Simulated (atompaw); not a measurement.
Cd (Z = 48): one change to a PAW (atompaw) potential, before and after

| Quantity | Value |
| --- | --- |
| Element | Cd (Z = 48) |
| Generator | atompaw 4.2.0.5 |
| Type | PAW |
| Functional | PBE |
| Relativity | scalar-relativistic |
| Frozen core | [Kr] 4d10 |
| Valence charge | 2 |
| Reference configuration | 5s1.5 5p0.5 |
| Partial waves | 5s (bound): rc 2.60 bohr; 5s channel at 2.05 Ry: rc 3.00 bohr; 5p (bound): rc 2.45 bohr; 5p channel at 1.55 Ry: rc 3.00 bohr; 5d channel at 0.2 Ry: rc 3.00 bohr; 5d channel at 1 Ry: rc 3.00 bohr |
| Local potential | bessel scheme, radius 2.60 bohr |
| Core correction | smooth core density matched at 1.65 bohr |
| Augmentation charge | besselshape compensation charge, radius 2.40 bohr; PAW radius 3.00 bohr; waves and projectors: custom polynom vanderbiltortho |

All-electron outer shells of the reference configuration (PBE, scalar-relativistic, ld1.x):

```
shell  level (eV)  outermost node (bohr)  outermost maximum (bohr)
   4p      -68.02                   0.43                      0.84
   4d      -12.76                   0.42                      0.98
   5s       -6.34                   1.06                      2.32
   5p       -1.67                   1.19                      3.25
```

Change: removed wave 5d channel at 1 Ry: rc 3.00 bohr.

Cutoffs: the cutoffs (Ry, on a coarse ladder) from which the occupation-weighted sum of valence levels, in a spherical-Bessel basis at the reference potential, stays within 10 and 1 mRy of its value at 400 Ry; they do not see the model core or the augmentation charge, which bear on the density cutoff.

Q: What does the change do?

A: Both files are so soft that the ladder of cutoffs tells neither apart; the bound ghost in d disappears; the range in which the d phases agree narrows (upper end 3.9 → 0.5).

| quantity | base | changed |
| --- | --- | --- |
| cutoff, loose | 6 Ry | 6 Ry |
| cutoff, tight | 8 Ry | 8 Ry |
| bound ghosts | d | none |
| s: phases at 3.02 bohr within 0.05 rad from the reference energy up to (Ry; the scan ends near 5) | 3.0 | 3.0 |
| p: phases at 3.02 bohr within 0.05 rad from the reference energy up to (Ry; the scan ends near 5) | 3.7 | 3.7 |
| d: phases at 3.02 bohr within 0.05 rad from the reference energy up to (Ry; the scan ends near 5) | 3.9 | 0.5 |
| lowest overlap eigenvalue by channel | s 0.13, p 0.22, d 0.89 | s 0.13, p 0.22, d 1.00 |

 A true bound ghost makes a file unfit for plane-wave use even where its test errors are small: the radial tests pick states by their node count and pass the ghost by. The cutoffs see the waves, projectors and local potential, not the compensation charge or the core.
